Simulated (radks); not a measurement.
Problem. Valence configurations of Ca I (all share [Ar]). Method: non-relativistic Kohn-Sham, BLYP, spin-unpolarised, spherical densities, point nucleus; computed with a radial shooting solver on a logarithmic mesh with Libxc functionals. Order these by energy: 4p2; 4s1.5 4p0.5; 3d1 4s1; 3d2; 3d0.5 4s1.5; 4s1 4p1; 4s2.

Solution. From the lowest, in eV above it: 4s2 0.000; 3d0.5 4s1.5 0.991; 4s1.5 4p0.5 1.198; 3d1 4s1 2.183; 4s1 4p1 2.440; 3d2 4.792; 4p2 5.040. NIST lists [Ar] 4s2 as the ground configuration; this level of theory agrees among the configurations tried. The energies are those of spherical spin-averaged densities, not of single terms.
